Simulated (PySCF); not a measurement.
# Correlation energy of F (fluorine, neutral)

[He] 2s2 2p5, 2P determinant. Computed with PySCF 2.14 in cc-pVTZ (4s3p2d1f, 30 functions), with the non-relativistic Hamiltonian (point nucleus). Frozen: 1s2; 7 electrons correlated.

MP2 pair energies summed by pair of shells (mhartree):

| pair | energy | share (%) |
| --- | --- | --- |
| 2p-2p | -122.70 | 61.4 |
| 2s-2p | -67.09 | 33.6 |
| 2s-2s | -10.04 | 5.0 |

Total MP2 correlation energy: -199.84 mhartree.

Same-spin part -48.65 and opposite-spin part -151.19 mhartree; SCS-MP2 scales them by 1/3 and 6/5 to -197.64 mhartree.

```tsv
level	correlation energy (mhartree)
CCSD	-211.25
(T)	-3.59
CCSD(T)	-214.84
```

Diagnostics: T1 = 0.0048, D1 = 0.0085, largest double amplitude 0.041.

Cost of the coupled-cluster step: 0.44 s of wall time on 1 thread of Neoverse-V1 (shared host), for 7 correlated electrons.

Iterations:

```
CC2 = 0
CCSD nocc = (np.int64(4), np.int64(3)), nmo = (29, 29)
frozen orbitals [[0], [0]]
max_cycle = 100
direct = 0
conv_tol = 1e-08
conv_tol_normt = 1e-06
diis_space = 8
diis_start_cycle = 0
Init t2, MP2 energy = -0.19983556686631
Init E_corr(UCCSD) = -0.199835566867912
cycle = 1  E_corr(UCCSD) = -0.208178568021048  dE = -0.00834300115  norm(t1,t2) = 0.0232386
cycle = 2  E_corr(UCCSD) = -0.210480150797535  dE = -0.00230158278  norm(t1,t2) = 0.00674344
cycle = 3  E_corr(UCCSD) = -0.2112465983096  dE = -0.000766447512  norm(t1,t2) = 0.00296582
cycle = 4  E_corr(UCCSD) = -0.211256341776018  dE = -9.74346642e-06  norm(t1,t2) = 0.000832313
cycle = 5  E_corr(UCCSD) = -0.211241947246468  dE = 1.43945295e-05  norm(t1,t2) = 0.000286412
cycle = 6  E_corr(UCCSD) = -0.211245650242706  dE = -3.70299624e-06  norm(t1,t2) = 4.47173e-05
cycle = 7  E_corr(UCCSD) = -0.211246054755797  dE = -4.0451309e-07  norm(t1,t2) = 8.34823e-06
cycle = 8  E_corr(UCCSD) = -0.211245761727687  dE = 2.9302811e-07  norm(t1,t2) = 1.9682e-06
cycle = 9  E_corr(UCCSD) = -0.211245825698757  dE = -6.397107e-08  norm(t1,t2) = 4.41355e-07
cycle = 10  E_corr(UCCSD) = -0.211245823913435  dE = 1.78532134e-09  norm(t1,t2) = 6.56703e-08
UCCSD converged
E(UCCSD) = -99.61677068359411  E_corr = -0.2112458239134353
UCCSD(T) correction = -0.00359005641164465
```
